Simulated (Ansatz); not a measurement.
Basis-set series for CH$_{5}$NS$_{2}$Sn (`[NH2][SnH]1[S]C[S]1`). Charge 0, multiplicity 1. Sn: def2 effective core potential. The structure was optimised at the PBE0-D4/def2-TZVP level. It is one conformer, not always the lowest.

```xyz
10

N     0.6949   -1.7067    1.4657
Sn   -0.5640   -0.7623    0.2230
S     0.5130   -0.0512   -1.7904
C     0.0447    1.6393   -1.2627
S    -0.7953    1.6297    0.3626
H     1.4866   -1.1625    1.7791
H     0.2716   -2.1764    2.2541
H    -1.9699   -1.7272    0.1686
H     0.9454    2.2489   -1.1946
H    -0.6270    2.0683   -2.0054
```

```
functional       basis  functions  energy (Eh)  HOMO (eV)  LUMO (eV)
   PBE0-D4    def2-SVP        115  -1105.87994      -6.74      -0.96
   PBE0-D4  def2-QZVPP        486  -1106.31741      -6.89      -1.31
   ωB97M-V    def2-SVP        115  -1106.11680      -8.88       1.13
   ωB97M-V  def2-QZVPP        486  -1106.55563      -9.07       0.54
```

(1) Give the rows for def2-TZVPP. (An estimate is asked.)

## Answers

(1) Computed: 
```
functional       basis  functions  energy (Eh)  HOMO (eV)  LUMO (eV)
   PBE0-D4  def2-TZVPP        266  -1106.28539      -6.85      -1.24
   ωB97M-V  def2-TZVPP        266  -1106.52503      -9.03       0.70
```

Positive LUMOs are unbound and depend on the basis.
